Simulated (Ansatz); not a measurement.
Input for Ansatz (a quantum-chemistry and plane-wave program): R-BLYP/def2-TZVPP on BrH3PbSi (SMILES [SiH3][Pb][Br]), a point of a torsion scan. Elements past Kr take the def2 small-core potentials; no spin–orbit coupling.

Ansatz 0.2 input:
```yaml
crystal:
  periodic: [false, false, false]
  atoms:
    - {symbol: Si, position_ang: [-0.77423353, 0.00866053, -0.03333005]}
    - {symbol: Pb, position_ang: [1.51216261, 1.45333235, -0.02009792]}
    - {symbol: Br, position_ang: [2.79699770, -0.07350598, -1.67748696]}
    - {symbol: H, position_ang: [-1.12126280, -0.48952518, 1.30303227]}
    - {symbol: H, position_ang: [-1.93533159, 0.81987016, -0.41871928]}
    - {symbol: H, position_ang: [-0.81902645, -1.16079514, -0.90209113]}
basis:
  gaussian:
    orbitals: def2-TZVPP
hamiltonian:
  xc: {name: BLYP}
scf: {lower_state_search: off}
```

Program output:

```
WARN ansatz: RAYON_NUM_THREADS=1 ignored (pool sized by the plan → 1); use --threads N
Functional definition: BLYP
these checks for a lower state are left out or cut short: stability, starts, cluster_reference, orbital_swaps, neighbouring_geometries, increment
integrals: 0.11 GiB planned
1223 factors; their error is unknown
mean field: 0.68 GiB planned
mean field evaluation 1: about -83219.7399 eV, gradient 2.7e1 eV
mean field evaluation 2: about -83208.0519 eV, gradient 6.2e1 eV
mean field evaluation 4: about -83222.5774 eV, gradient 7.3e0 eV
mean field evaluation 8: about -83222.7273 eV, gradient 1.5e-1 eV
mean field evaluation 16: about -83222.6880 eV, gradient 1.3e-4 eV
mean field -83222.68804929 eV, -3058.3773754473 hartree, gradient 4.8e-6 eV, S^2 0.000000; 0 other end points of the search recorded, 0 dependent functions left out
reference -83222.68840278 eV, -3058.3773884380 hartree; 37, 37 occupied and 145, 145 virtual orbitals, 1223 factors
Total energy: -83222.68840278 eV, -3058.3773884380 hartree
Checks for a lower state left out: stability, starts, cluster_reference, orbital_swaps, neighbouring_geometries, increment
```

The calculation finished and met its thresholds.

Cost: around 4 core-seconds (rough).
